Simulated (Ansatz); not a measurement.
CH$_{3}$O$_{2}$ (SMILES O=C[OH2+]), charge +1, singlet, at a GFN2-xTB geometry; B3LYP/cc-pVDZ in Ansatz (a program for electronic structure).

The Ansatz input:
Ansatz 0.2 input:
```yaml
crystal:
  periodic: [false, false, false]
  atoms:
    - {symbol: O, position_ang: [-0.99670430, -0.48679131, -0.02050171]}
    - {symbol: C, position_ang: [0.16260915, 0.52937802, -0.00703074]}
    - {symbol: O, position_ang: [1.22437017, 0.11575511, 0.11238354]}
    - {symbol: H, position_ang: [-0.70362568, -1.42889272, -0.05203392]}
    - {symbol: H, position_ang: [-0.30185128, 1.51257374, -0.07705403]}
    - {symbol: H, position_ang: [-1.79150481, -0.29165963, -0.56378237]}
basis:
  gaussian:
    orbitals: cc-pVDZ
hamiltonian:
  xc: b3lyp
total_charge: 1
```

Output, abridged:

```
Functional definition: B3LYP
624 factors; their error is unknown
mean field evaluation 1: about -5159.8798 eV, gradient 8.1e1 eV
mean field evaluation 2: about -5141.2211 eV, gradient 1.3e2 eV
mean field evaluation 4: about -5170.9915 eV, gradient 8.9e0 eV
mean field evaluation 8: about -5171.1054 eV, gradient 1.3e-1 eV
mean field -5171.10541774 eV, -190.0346190008 hartree, gradient 5.4e-5 eV, S^2 0.000000; 0 other end points of the search recorded, 0 dependent functions left out
reference -5171.10557332 eV, -190.0346247184 hartree; 12, 12 occupied and 45, 45 virtual orbitals, 624 factors
Total energy: -5171.10557332 eV, -190.0346247184 hartree
```
